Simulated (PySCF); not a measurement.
C2H7Si, SMILES [SiH](C)C, multiplicity 2. Geometry: PBE-D3(BJ)/def2-SVP. The isomer is the one that the SMILES or the coordinates give; other isomers of the formula were not compared.

All values below come from PBE-D3(BJ)/def2-SVP run with PySCF.

Harmonic wavenumbers (cm⁻¹): 137, 149, 193, 478, 584, 626, 658, 711, 825, 834, 865, 1200, 1208, 1371, 1375, 1380, 1387, 2106, 2961, 2961, 3055, 3055, 3081, 3081. Rotational constants (GHz): 18.53, 5.842, 4.822; symmetry number 1.

Problem. Work out the zero-point energy and the ideal-gas rigid-rotor harmonic-oscillator thermochemistry at 298.15 K and 1 atm.

Solution. ZPE = ½ Σ hcν = ½ × 34281 cm⁻¹ = 205.05 kJ/mol. H − E(el) = 222.70 kJ/mol. Entropy in J/(mol K): translation 159.63, rotation 100.15, vibration 44.69, spin 5.76, total 310.24. G − E(el) = 130.20 kJ/mol. Cp = 89.14 J/(mol K). Modes under 150 cm⁻¹ make the vibrational entropy uncertain.
